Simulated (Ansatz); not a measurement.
(F2Ga-mu-PH2)2 (Ga₂P₂H₄F₄). Charge 0, multiplicity 1. Geometry PBE-D4/def2-SVP, basis def2-TZVP, Ansatz.

```xyz
12

Ga    0.6533   -1.3641   -0.8862
F     0.3707   -3.0267   -0.3367
F     1.6151   -1.1197   -2.3562
P     1.4046    0.0679    0.9317
Ga   -0.6533    1.3644    0.8859
F    -1.6162    1.1215    2.3554
F    -0.3678    3.0265    0.3365
P    -1.4049   -0.0681   -0.9316
H     2.6017    0.8008    0.6890
H     1.6902   -0.5932    2.1608
H    -1.6915    0.5918   -2.1610
H    -2.6017   -0.8012   -0.6876
```

| run | HOMO (eV) | LUMO (eV) |
| --- | --- | --- |
| A | -7.37 | -3.11 |
| B | -8.60 | -2.35 |
| C | -7.69 | -3.01 |
| D | -11.08 | -0.12 |

LC-ωPBE has ω = 0.4 bohr⁻¹.

Question: The runs used LC-ωPBE, PBE, PBE0, r2SCAN. Estimate which is which.

Answer: A PBE (0 % exact exchange); B PBE0 (25 % exact exchange); C r2SCAN (0 % exact exchange); D LC-ωPBE (range-separated). Exact exchange lowers occupied and raises empty levels; among semilocal functionals meta-GGAs tend to open the gap a little, and such runs are hard to tell apart. The gap grows from 4.26 eV (PBE) to 10.96 eV (LC-ωPBE).
